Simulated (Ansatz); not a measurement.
Computed with Ansatz on PBE0-D4/def2-TZVP structures; ΔE is electronic, products minus reactants. CBS: MP2 limit from def2 TZ/QZ plus the TZ coupled-cluster correction, frozen cores. This one scheme is used for every species. Functionals use def2-TZVPP. Triplets are unrestricted, without spin–orbit coupling. For Ga outer-core shells are correlated without core-valence functions, which leaves a few kJ/mol of doubt a bond. Scalar relativity is left out up to krypton. Each species was taken in one conformer, which may not be the lowest.

Reaction (formal loss of a carbene): `[CH3][GaH][SH]` → `[CH2]` (triplet) + `[SH][GaH2]`

Is it downhill or uphill in electronic energy at CCSD(T)/CBS, and by how much? (Best estimate.)

Ansatz gave: Uphill: ΔE = +475.5 kJ/mol.

What do these levels give: r2SCAN-D4, CAM-B3LYP-D4, BLYP, HF/def2-SVP, SCS-MP2/def2-QZVPP, HF/CBS(def2)? (An estimate is asked.)

Ansatz gave: r2SCAN-D4 449.4, CAM-B3LYP-D4 466.3, BLYP 451.7, HF/def2-SVP 320.3, SCS-MP2/def2-QZVPP 484.2, HF/CBS(def2) 317.7 kJ/mol.

Largest T1 diagnostic among the species: 0.013.

From PBE to PBE0 (25 % exact exchange), in def2-TZVPP and without D4, ΔE moves by −8.4 kJ/mol. Leaving LDA and LC-ωPBE aside and taking each functional with its dispersion term where it has one, the values, not all of them listed here, spread over 34.3 kJ/mol, from r2SCAN0-D4 to ωB97X-V. LDA lies +68.2 kJ/mol from PBE without D4.
